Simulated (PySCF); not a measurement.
A calculated (M06-L, PySCF 2.14, x2c-SVPall, the spin-free X2C one-electron Hamiltonian (Gaussian nucleus)) atom or ion has these occupied shells.

```tsv
shell	electrons	orbital energy (eV)	rms radius, mean of both spins (bohr)
1s	2	-10995.9	0.0542
2s	2	-1405.3	0.227
2p	6	-1227.6	0.203
3s	2	-195.04	0.668
3p	6	-139.74	0.700
3d	10	-50.185	0.823
4s	2	-29.281	2.08
```

Task: Name the element and its charge.

Result: Ge²⁺ (germanium, charge +2), in [Ar] 3d10 4s2, closed-shell 1S.
